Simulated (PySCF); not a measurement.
C2H7BO3, SMILES CCOB(O)O. Atoms are numbered in the order given.

```xyz
13

B      0.0051     0.9461    -0.0391
O      0.3323     2.0785    -0.7323
H     -0.2837     2.8057    -0.6264
O     -1.0985     0.8187     0.7691
H     -1.6386     1.6071     0.8493
O      0.8460    -0.1072    -0.1759
C      0.5910    -1.3391     0.4585
C     -0.3673    -2.1942    -0.3431
H      1.5623    -1.8493     0.5608
H      0.1933    -1.1746     1.4746
H      0.0118    -2.3451    -1.3652
H     -0.4957    -3.1810     0.1280
H     -1.3554    -1.7139    -0.4049
```
Charge 0, spin multiplicity 1.

Geometry: PBE0-D3(BJ)/def2-SVP. Other conformers were not sampled.

All values below come from PySCF with HF/def2-TZVP.

Isolated molecule, no solvent.

Computed frontier levels, gap, dipole moment and polarisability:
```yaml
highest_occupied_level: -12.11 eV
lowest_empty_level: 2.84 eV
orbital_gap: 14.95 eV
dipole_moment: 2.89 D
quadrupole, principal values (traceless, Buckingham form, about the centre of nuclear charge): -11.97, -3.73, 15.70 D·Å
mean_static_polarisability: 44.9 bohr³ (6.66 Å³)
polarisability_principal_values: 39.1, 42.9, 52.8 bohr³
```
